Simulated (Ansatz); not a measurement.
`S[SiH2][SiH2][GeH3]` + `C#C[SiH3]` → `[SiH3]C#[C][GeH3]` + `[SiH3][SiH2]S`  (formal exchange of groups at a Ge–Si bond)

Gas-phase electronic energies from Ansatz, PBE0-D4/def2-TZVP geometries. CCSD(T)/CBS adds triple-zeta CCSD(T) − MP2 to the extrapolated MP2 energy (def2 sets, frozen cores). Functionals use def2-TZVPP. B3LYP here is the variant with VWN-RPA as its local correlation; programs differ in this. For Ge outer-core shells are correlated without core-valence functions, which leaves a few kJ/mol of doubt a bond. Scalar relativity is left out up to krypton. One conformer a species, not always the lowest.

CCSD(T)/CBS gives +8.5 kJ/mol.

Problem. Another level gave +15.8 kJ/mol. Which?
A. B2PLYP/def2-TZVPP
B. B3LYP-D4/def2-TZVPP
C. PBE0-D4/def2-TZVPP
D. ωB97X-V/def2-TZVPP

Solution. C. PBE0-D4 15.8, B2PLYP 1.8, ωB97X-V 6.2, B3LYP-D4 10.2 kJ/mol.

Largest T1 diagnostic among the species: 0.013.

The D4 term adds +6.3 kJ/mol with B3LYP and +3.7 kJ/mol with PBE0; it sums over pairs of atoms, weighted by their polarisabilities, and B3LYP, whose exchange is more repulsive, gets the larger term. In def2-TZVPP, CCSD(T) changes the Hartree–Fock value by +14.3 kJ/mol (the triples alone add +1.3 kJ/mol) and MP2 by +11.0 kJ/mol.
